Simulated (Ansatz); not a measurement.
Two members of one family (Oligo(dimethylsilane)), computed with Ansatz in the gas phase. Binding counts from free atoms in the multiplicity of their measured ground term, without zero-point energy. A dash marks a value that wasn't run or was left out as unsound. The structures are stationary points that may keep the symmetry of their start.

First: C[Si](C)(C)[Si](C)(C)[Si](C)(C)[Si](C)(C)C (singlet, charge 0, PBE-D4/def2-SVP geometry).

```xyz
44

C     3.2491   -2.2556   -2.0711
Si    2.6909   -0.7997   -0.9797
C     3.5392   -0.9361    0.7176
C     3.2100    0.8285   -1.8123
Si    0.3469   -0.8707   -0.7346
C    -0.4610   -0.4180   -2.4072
C    -0.1736   -2.6444   -0.2484
Si   -0.3585    0.6166    0.9532
C     0.5457    2.2937    0.7903
C     0.0472   -0.1475    2.6575
Si   -2.6823    0.9911    0.8147
C    -3.6109   -0.6624    0.6636
C    -3.2657    1.8877    2.3878
C    -3.0790    2.0764   -0.6953
H     2.7728   -2.2101   -3.0723
H     4.3501   -2.2407   -2.2174
H     2.9791   -3.2279   -1.6103
H     4.6440   -0.9664    0.6095
H     3.2260   -1.8576    1.2508
H     3.2846   -0.0697    1.3609
H     2.7394    0.9309   -2.8122
H     2.9092    1.7067   -1.2056
H     4.3116    0.8691   -1.9505
H    -0.2344    0.6307   -2.6885
H    -0.0891   -1.0778   -3.2198
H    -1.5635   -0.5284   -2.3578
H     0.1328   -3.3726   -1.0282
H    -1.2742   -2.7192   -0.1212
H     0.3005   -2.9482    0.7065
H     0.3871    2.7356   -0.2144
H     1.6385    2.1716    0.9410
H     0.1776    3.0195    1.5446
H     1.1347   -0.3437    2.7620
H    -0.4857   -1.1111    2.7950
H    -0.2601    0.5323    3.4791
H    -3.3689   -1.3392    1.5092
H    -3.3406   -1.1864   -0.2771
H    -4.7098   -0.5026    0.6594
H    -4.3581    2.0896    2.3471
H    -3.0658    1.2792    3.2943
H    -2.7452    2.8596    2.5106
H    -2.7617    1.5865   -1.6381
H    -4.1698    2.2760   -0.7637
H    -2.5594    3.0546   -0.6293
```

```tsv
level	HOMO (eV)	LUMO (eV)	gap (eV)	vertical IE (eV)	vertical triplet (eV)	binding per atom (eV)
PBE-D4/def2-SVP	-5.17	-0.31	4.85	–	–	3.99
PBE-D4/def2-TZVP	-5.24	-0.62	4.62	7.31	4.33	3.98
r2SCAN-D4/def2-TZVP	-5.42	-0.41	5.01	–	–	3.94
PBE0-D4/def2-SVP	-6.22	0.41	6.63	–	–	3.97
PBE0-D4/def2-TZVP	-6.24	0.15	6.39	7.60	4.70	3.95
```

Second: C[Si](C)(C)[Si](C)(C)[Si](C)(C)[Si](C)(C)[Si](C)(C)C (singlet, charge 0, PBE-D4/def2-SVP geometry).

Cartesian coordinates in Å:
```
C -2.4675 4.5537 -0.0347
Si -0.9328 3.5327 0.4413
C -0.5261 3.8461 2.2732
C 0.5364 4.0936 -0.6292
Si -1.3659 1.2448 0.0585
C -1.4754 0.9641 -1.8266
C -3.0420 0.7790 0.8506
Si 0.3149 -0.0643 1.0729
C 0.0101 -0.0279 2.9612
C 2.0483 0.6623 0.7277
Si 0.2072 -2.3132 0.3577
C 0.8802 -3.4316 1.7587
C -1.6062 -2.8089 0.0165
Si 1.5276 -2.7111 -1.5564
C 3.3666 -2.5624 -1.0918
C 1.1907 -4.4838 -2.1659
C 1.1481 -1.4926 -2.9648
H -2.2873 5.6384 0.1177
H -3.3459 4.2651 0.5787
H -2.7336 4.3997 -1.1013
H -1.3408 3.4859 2.9349
H -0.3850 4.9302 2.4672
H 0.4071 3.3239 2.5698
H 1.4560 3.5256 -0.3817
H 0.7491 5.1732 -0.4748
H 0.3243 3.9410 -1.7075
H -0.5256 1.2349 -2.3306
H -1.6938 -0.0966 -2.0673
H -2.2820 1.5877 -2.2648
H -3.8624 1.3906 0.4226
H -3.2846 -0.2901 0.6767
H -3.0248 0.9504 1.9466
H -0.9788 -0.4629 3.2100
H 0.7840 -0.6165 3.4960
H 0.0346 1.0093 3.3533
H 2.1415 1.6795 1.1613
H 2.2449 0.7361 -0.3609
H 2.8421 0.0284 1.1748
H 0.2809 -3.3121 2.6844
H 0.8480 -4.5012 1.4652
H 1.9331 -3.1765 2.0002
H -1.6726 -3.8766 -0.2806
H -2.2357 -2.6674 0.9196
H -2.0440 -2.1988 -0.8007
H 4.0120 -2.7996 -1.9643
H 3.6315 -3.2641 -0.2741
H 3.6157 -1.5367 -0.7533
H 1.4195 -5.2277 -1.3740
H 0.1268 -4.6129 -2.4540
H 1.8159 -4.7267 -3.0512
H 1.3517 -0.4475 -2.6560
H 0.0864 -1.5500 -3.2785
H 1.7774 -1.7165 -3.8523
```

Task: Estimate how these quantities change from the first to the second (second minus first).

Result: 
```
              level  Δ HOMO (eV)  Δ LUMO (eV)  Δ gap (eV)  Δ vertical IE (eV)  Δ vertical triplet (eV)  Δ binding per atom (eV)
    PBE-D4/def2-SVP         0.05        -0.16       -0.21                   –                        –                     0.00
   PBE-D4/def2-TZVP         0.05        -0.15       -0.20               -0.19                    -0.14                     0.00
r2SCAN-D4/def2-TZVP         0.05        -0.16       -0.22                   –                        –                     0.00
   PBE0-D4/def2-SVP         0.06        -0.17       -0.23                   –                        –                     0.00
  PBE0-D4/def2-TZVP         0.07        -0.15       -0.22               -0.15                    -0.10                     0.00
```
